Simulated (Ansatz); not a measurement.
Gas-phase electronic energies from Ansatz, PBE0-D4/def2-TZVP geometries. CCSD(T)/CBS is the MP2 limit (def2-TZVPP, def2-QZVPP) plus CCSD(T) − MP2 in def2-TZVPP, frozen cores. This one scheme is used for every species. Functionals use def2-TZVPP. B3LYP here is the variant with VWN-RPA as its local correlation; programs differ in this. HSE06 is defined as in plane-wave codes. One conformer a species, not always the lowest.

`C[SiH](F)Cl` + `N[SiH2]F` → `C[SiH](F)N[SiH2]F` + HCl  (ligand exchange at the Si–Cl bond)

```
             level  ΔE (kJ/mol)  difference from CCSD(T)/CBS
       LDA (SPW92)         33.9                          2.7
            PBE-D4         37.1                          5.9
         r2SCAN-D4         36.9                          5.7
            B97M-V         37.1                          5.9
           PBE0-D4         36.0                          4.8
          B3LYP-D4         32.6                          1.4
        r2SCAN0-D4         35.9                          4.7
          HSE06-D4         36.2                          5.0
          BHLYP-D4         31.7                          0.5
      CAM-B3LYP-D4         31.4                          0.2
           ωB97X-V         34.6                          3.4
            B2PLYP         35.5                          4.3
          PBE-QIDH         35.5                          4.3
               PBE         41.0                          9.8
            revPBE         43.6                         12.4
              BLYP         40.1                          8.9
            r2SCAN         38.4                          7.2
              PBE0         39.7                          8.5
             B3LYP         38.5                          7.3
           r2SCANh         38.1                          6.9
           r2SCAN0         37.7                          6.5
             HSE06         39.7                          8.5
             BHLYP         36.8                          5.6
           LC-ωPBE         36.9                          5.7
RPA@PBE/def2-TZVPP         24.1                         -7.1
       HF/def2-SVP         33.6                          2.4
      MP2/def2-SVP         27.0                         -4.2
     CCSD/def2-SVP         25.3                         -5.9
  CCSD(T)/def2-SVP         24.3                         -6.9
     HF/def2-TZVPP         37.0                          5.8
    MP2/def2-TZVPP         31.6                          0.4
SCS-MP2/def2-TZVPP         30.7                         -0.5
   CCSD/def2-TZVPP         28.1                         -3.1
CCSD(T)/def2-TZVPP         27.6                         -3.6
     HF/def2-QZVPP         36.4                          5.2
    MP2/def2-QZVPP         33.5                          2.3
SCS-MP2/def2-QZVPP         32.7                          1.5
      HF/CBS(def2)         36.3                          5.1
     MP2/CBS(def2)         35.2                          4.0
    CCSD/CBS(def2)         31.7                          0.5
       CCSD(T)/CBS         31.2                            0
```

Largest T1 diagnostic among the species: 0.011.

From BLYP to BHLYP (50 % exact exchange), in def2-TZVPP and without D4, ΔE moves by −3.3 kJ/mol. In def2-TZVPP, CCSD(T) changes the Hartree–Fock value by −9.4 kJ/mol (the triples alone add −0.5 kJ/mol) and MP2 by −5.4 kJ/mol.
